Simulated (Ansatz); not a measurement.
Basis-set series for C$_{4}$N$_{4}$O$_{4}$Ti, SMILES `O=C=[N][Ti]([N]=C=O)([N]=C=O)[N]=C=O`. The species carries charge 0 and has multiplicity 1. The geometry is a stationary point of PBE0-D4/def2-TZVP. It is one conformer, not always the lowest.

```
functional       basis  functions  energy (Eh)  HOMO (eV)  LUMO (eV)
   PBE0-D4  def2-TZVPP        436  -1521.37793      -9.02      -3.56
   PBE0-D4  def2-QZVPP        777  -1521.42776      -9.05      -3.59
   ωB97M-V  def2-TZVPP        436  -1522.07660     -11.15      -1.55
   ωB97M-V  def2-QZVPP        777  -1522.12226     -11.18      -1.58
```

Q: Give the rows for def2-SVP. (Estimate.)

A: The calculation gave: 
| functional | basis | functions | energy (Eh) | HOMO (eV) | LUMO (eV) |
| --- | --- | --- | --- | --- | --- |
| PBE0-D4 | def2-SVP | 199 | -1520.49057 | -8.90 | -3.53 |
| ωB97M-V | def2-SVP | 199 | -1521.17073 | -10.99 | -1.48 |

Scalar relativity is left out up to krypton.

All numbers were calculated with Ansatz.
